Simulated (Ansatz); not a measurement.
`[SiH3]C1(Cl)C[SiH2]1` and `ClC1C[SiH2]1` differ in one atom or group.

Ansatz, PBE0-D4/def2-TZVP geometries, multiplicity 1. 

```tsv
property	`[SiH3]C1(Cl)C[SiH2]1`
size of the dipole moment (ωB97M-V/def2-TZVPP) / D	1.90
HOMO energy (PBE/def2-TZVPP) / eV	-5.86
HOMO energy (ωB97M-V/def2-TZVPP) / eV	-9.10
HOMO–LUMO gap (PBE0/def2-TZVPP) / eV	6.55
LUMO energy (PBE0/def2-TZVPP) / eV	-0.42
HOMO energy (B3LYP/def2-TZVPP) / eV	-6.76
```

(1) What does the change do to each property? (Estimate.)

Results:

(1) Computed: 
```csv
property,`ClC1C[SiH2]1`,shift
size of the dipole moment (ωB97M-V/def2-TZVPP) / D,2.03,0.13
HOMO energy (PBE/def2-TZVPP) / eV,-5.85,0.01
HOMO energy (ωB97M-V/def2-TZVPP) / eV,-9.15,-0.05
HOMO–LUMO gap (PBE0/def2-TZVPP) / eV,6.77,0.22
LUMO energy (PBE0/def2-TZVPP) / eV,-0.24,0.18
HOMO energy (B3LYP/def2-TZVPP) / eV,-6.79,-0.03
```

Dipoles are sizes alone; their direction can turn.

B3LYP here is the variant with VWN-RPA as its local correlation; programs differ in this.
